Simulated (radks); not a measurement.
Numerical settings for neutral xenon, [Xe]. Method: Dirac Kohn-Sham, PBE, spin-unpolarised, spherical densities, finite nucleus; Fermi nuclear charge, rms radius 4.7859 fm; computed with a radial shooting solver on a logarithmic mesh with Libxc functionals. The defaults (mesh step 0.008 in ln r, mesh end at 40 bohr or more with all orbitals vanishing there, Anderson mixing 0.5 over 9 steps, residual threshold near 1e-9 with the energy settled to 1e-9 hartree or 1e-11 of itself, here a cap of 94 iterations) give E = -7450.0051 hartree and 5p3/2 at -7.855 eV in 13 iterations. Run on one thread of a shared host, so times are rough (Arm Neoverse V2): 0.11 s of CPU time, 0.11 s wall, 13 iterations on 2437 mesh points. Changes against that run (0 stands for a change within the tolerance of the run):

| setting | iterations | converged | E (mhartree) | e(5p3/2) (meV) | CPU (s) |
|---|---|---|---|---|---|
| mesh step in ln r 0.02 | 12 | yes | +0.000537 | 0 | 0.05 |
| mesh step in ln r 0.005 | 13 | yes | 0 | 0 | 0.17 |
| mesh step in ln r 0.003 | 15 | yes | 0 | 0 | 0.31 |
| mesh end (bohr) 20 | 13 | yes | 0 | 0 | 0.1 |
| mesh end (bohr) 5 | 12 | yes | +86.7 | +1.71e+03 | 0.09 |
| residual threshold 0.01 | 8 | yes | 0 | -3.39 | 0.08 |
| residual threshold 1e-05 | 9 | yes | 0 | +0.169 | 0.09 |
| mixing 1 | 13 | yes | 0 | 0 | 0.11 |
| linear mixing, mixing 0.2 | 88 | yes | 0 | 0 | 0.51 |
| linear mixing, mixing 0.05 | 94 | no | +0.00293 | -34.7 | 0.63 |
| mixing history 20 | 15 | yes | 0 | 0 | 0.12 |
| iteration cap 3 | 3 | no | +1.67 | +380 | 0.04 |

Settings that end as converged yet miss the energy by more than 1 mhartree: mesh end (bohr) 5 (+0.0867 hartree). A mesh that ends early acts as a hard wall.
